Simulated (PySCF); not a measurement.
Work out the structure from these simulated measurements.

Formula: CH4Be.

* Rotational structure: rotational constants A, B, C: 159.857, 19.998, 19.998 GHz [PBE0-D3(BJ)/def2-SVP]
* XPS: Be1s 120.7, C1s 289.8 eV [ΔSCF SCAN, pcX-2 on the ionised atom, pcseg-1 elsewhere, spin-free X2C]
* Dipole: 0.57 D [CAM-B3LYP/def2-SVPD]
* Couplings: largest of the computed one-bond spin–spin couplings (means over like bonds): 13C–1H +121.1 (×3) Hz [B3LYP/pcJ-1]
* Polarisability: 31.2 au [CAM-B3LYP/def2-SVPD]
* 13C NMR: chemical shifts (computed TMS as zero) by class: -8.5 (1 C) ppm [GIAO PBE0/pcSseg-1]

Electronic properties: PySCF, gas phase, density fitting. Levels stand in brackets. Isolated species at its PBE0-D3(BJ)/def2-SVP geometry, gas phase. NMR classes are plain means over equivalent atoms (diastereotopic ones count apart unless rotation or inversion swaps them), as if these changed places fast.

**Question.** Give a SMILES that accounts for the data.

**Answer.** The one carbon: carbon bonded to Be and 3 H (-8.5 ppm). The couplings run between: +121.1 Hz, carbon bonded to Be and 3 H and its hydrogen (with 2 like pairs). The core levels belong to: Be1s 120.7 eV, beryllium bonded to C and H; C1s 289.8 eV, carbon bonded to Be and 3 H. The optimised geometry has point group C3v and is a prolate symmetric top. Structure: `[H][Be][CH3]` (BeMeH).
